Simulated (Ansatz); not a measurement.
Consider the redistribution: `CB(C)[SiH2]N` + `B[N](C)[ZnH]` → `BN(C)[SiH2]N` + `C[B](C)[ZnH]`.

Calculated with Ansatz (gas phase, PBE0-D4/def2-TZVP geometries, no zero-point term in ΔE). CCSD(T)/CBS is the MP2 limit (def2-TZVPP, def2-QZVPP) plus CCSD(T) − MP2 in def2-TZVPP, frozen cores. Functionals use def2-TZVPP. B3LYP here is the variant with VWN-RPA as its local correlation; programs differ in this. For Zn outer-core shells are correlated without core-valence functions, which leaves a few kJ/mol of doubt a bond. Scalar relativity is left out up to krypton. One conformer a species, not always the lowest.

```tsv
level	ΔE (kJ/mol)	difference from CCSD(T)/CBS
PBE0-D4	-22.4	2.2
B3LYP-D4	-27.7	-3.1
ωB97X-V	-24.1	0.5
ωB97M-V	-31.9	-7.3
PBE	-18.8	5.8
r2SCAN	-20.8	3.8
PBE0	-21.7	2.9
HF/def2-TZVPP	-29.7	-5.1
CCSD/def2-TZVPP	-22.8	1.8
SCS-MP2/def2-QZVPP	-25.2	-0.6
CCSD(T)/CBS	-24.6	0
```

Largest T1 diagnostic among the species: 0.016.

In def2-TZVPP, CCSD(T) changes the Hartree–Fock value by +7.9 kJ/mol (the triples alone add +1.0 kJ/mol) and MP2 by +5.7 kJ/mol.
